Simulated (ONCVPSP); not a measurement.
# Potentials for platinum (Pt) compared

Generated with ld1.x 7.5 (TM, RRKJ, ultrasoft, PAW), atompaw 4.2 or ONCVPSP 4.0.1. The cutoff is in Ry: for ld1.x and atompaw files where the sum of valence levels is converged to 10 mRy in a Bessel basis, for ONCV files where the hardest occupied wave has 1 mHa per electron of residual kinetic energy. The error is the largest all-electron minus pseudo excitation energy over each file’s own four to seven test configurations (ionisations up to +4, promotions, holes and added fractions of an electron), all of which were solved. The labels leave out finer settings (local radius, basis sizes, second energies), which also bear on the numbers. Spin-polarised tests are not counted. The rows are a selection from randomly drawn settings: files with unsolved tests, undetermined cutoffs or missed reference levels are left out.

A true bound ghost makes a file unfit for plane-wave use even where its test errors are small: the radial tests pick states by their node count and pass the ghost by.

| potential | cutoff (Ry) | largest error (meV) | bound ghosts |
| --- | --- | --- | --- |
| ONCV, LDA (Perdew-Wang 92), scalar-relativistic, rc 1.40/1.20/2.25 (spd), local smoothed, core correction yes, reference 5s2 5p6 5d9, qcut 8.1/8/6.9, projectors 2/2/2 | 102 | -324 | none |
| ONCV, PBE, scalar-relativistic, rc 2.00/1.75/1.85 (spd), local smoothed, core correction yes, reference 5p6 5d9 6p1, qcut 2.5/6.5/10.4, projectors 2/2/3 | 42 | -307 | s |
| ONCV, PBE, scalar-relativistic, rc 1.35/1.80/1.95/0.60 (spdf), local smoothed, core correction yes, reference 4f14 5s2 5p6 5d10, qcut 7/8.3/9.3/26.2, projectors 2/2/2/2 | 617 | -101 | s, p |
| ONCV, PBEsol, scalar-relativistic, rc 1.65/1.75/1.65 (spd), local smoothed, core correction yes, reference 5s2 5p6 5d9 6s0.5, qcut 7.3/8.6/5.7, projectors 3/3/2 | 46 | -176 | none |
| ONCV, PBEsol, scalar-relativistic, rc 0.95/1.75/1.70/1.40 (spdf), local smoothed, core correction yes, reference 5s2 5p6 5d9, qcut 7/9.2/8.3/7.4, projectors 2/2/1/2 | 317 | -3.6 | s, p, f |
| ONCV, PBE, scalar-relativistic, rc 2.65/2.65/1.50 (spd), local smoothed, core correction no, reference 5d9 6s1, qcut 3.1/3.7/5.5, projectors 2/1/3 | 42 | -29 | s, p |

Fill in the row for Pt: ONCV, PBE, scalar-relativistic, rc 1.55/1.75/1.35 (spd), local smoothed, core correction yes, reference 5s2 5p6 5d9 6s1, qcut 7.3/8.3/6, projectors 2/2/2.

cutoff 40 Ry, largest error -43 meV, bound ghosts: none.

Fill in the row for Pt: ONCV, PBEsol, scalar-relativistic, rc 1.55/1.55/1.45 (spd), local smoothed, core correction no, reference 5s2 5p6 5d10, qcut 7.3/8/7.5, projectors 2/1/3.

cutoff 46 Ry, largest error -236 meV, bound ghosts: none.

Fill in the row for Pt: ONCV, PBEsol, scalar-relativistic, rc 1.70/1.45/1.50 (spd), local smoothed, core correction yes, reference 5s2 5p6 5d7, qcut 7.5/11.8/6.3, projectors 2/3/2.

cutoff 80 Ry, largest error -588 meV, bound ghosts: none.
